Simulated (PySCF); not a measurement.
**Working out the ionisation energy of K²⁺**

K²⁺ [Ne] 3s2 3p5 (2P) → K³⁺ [Ne] 3s2 3p4 (3P). Calculation: PySCF 2.14, in an uncontracted even-tempered set (22 s from 0.028 bohr⁻², ratio 2.5; 14 p from 0.036 bohr⁻², ratio 2.5; 6 d from 1.2 bohr⁻², ratio 2.7; 5 f from 1.8 bohr⁻², ratio 2.7); scalar relativity by spin-free X2C-1e. Frozen: 1s2; the 23 highest virtual orbitals dropped. Energies in hartree (1 hartree = 27.21139 eV):

```json
{"part": "UHF", "K²⁺ (lower)": "-600.195305", "K³⁺ (upper)": "-598.563959"}
{"part": "MP2 opposite-spin", "K²⁺ (lower)": "-0.368304", "K³⁺ (upper)": "-0.345924"}
{"part": "MP2 same-spin", "K²⁺ (lower)": "-0.131729", "K³⁺ (upper)": "-0.124463"}
```

Task: What does Hartree-Fock give?

Result: (-598.563959) − (-600.195305) = 1.631346 hartree = 44.391 eV.

Task: What do MP2 and SCS-MP2 (6/5 opposite-spin, 1/3 same-spin) give?

Result: The opposite-spin parts differ by 0.609 eV and the same-spin parts by 0.198 eV. MP2: 44.391 + (0.609) + (0.198) = 45.198 eV. SCS-MP2: 44.391 + 1.2 × (0.609) + (0.198)/3 = 45.188 eV.

A first-order spin-orbit estimate adds -0.008 eV to MP2 (outer shells), giving 45.190 eV against 45.803 eV (semi-empirical (NIST evaluation); NIST Atomic Spectra Database, ionization energies).

What remains against the reference includes basis incompleteness, the frozen core and correlation beyond second order.
